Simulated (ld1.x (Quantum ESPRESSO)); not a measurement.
## Transferability test, PAW potential for Be

| Quantity | Value |
| --- | --- |
| Element | beryllium (Be) |
| Generator | ld1.x (Quantum ESPRESSO) 7.5 |
| Type | PAW |
| Functional | PBE |
| Relativity | non-relativistic |
| Frozen core | [He] |
| Valence charge | 2 |
| Reference configuration | 2s1 2p0 (charge +1) |
| Partial waves | 2s (bound): rcut 1.70, rcutus 2.10 bohr; 2s channel at -0.7 Ry: rcut 1.70, rcutus 2.10 bohr; 2p (bound, empty): rcut 2.70, rcutus 3.75 bohr; 2p channel at -0.25 Ry: rcut 2.70, rcutus 3.75 bohr |
| Local potential | all-electron potential smoothed inside 2.90 bohr (lloc = -1) |
| Core correction | Bessel-smoothed model core, default radius (core density twice the valence density) |
| Augmentation charge | BESSEL, radius 1.70 bohr |

Energies are relative to the spin-unpolarised reference configuration 2s1 2p0; without spin polarisation the order of configurations can differ from experiment.

| valence configuration | charge | ΔE all-electron (eV) | error AE − PS (meV) |
| --- | --- | --- | --- |
| 2s2 2p0 | 0 | -9.549 | -1.1 |
| 2s1 2p1 | 0 | -5.939 | -1.6 |
| 2s0 2p1 | +1 | 3.906 | 0.0 |
| 2s0 2p2 | 0 | -2.302 | +0.4 |

(1) What are ΔE and the potential's error for 2s1.5 2p0?

## Answers

(1) ΔE = -5.789 eV all-electron; the error (AE − PS) is -0.4 meV.
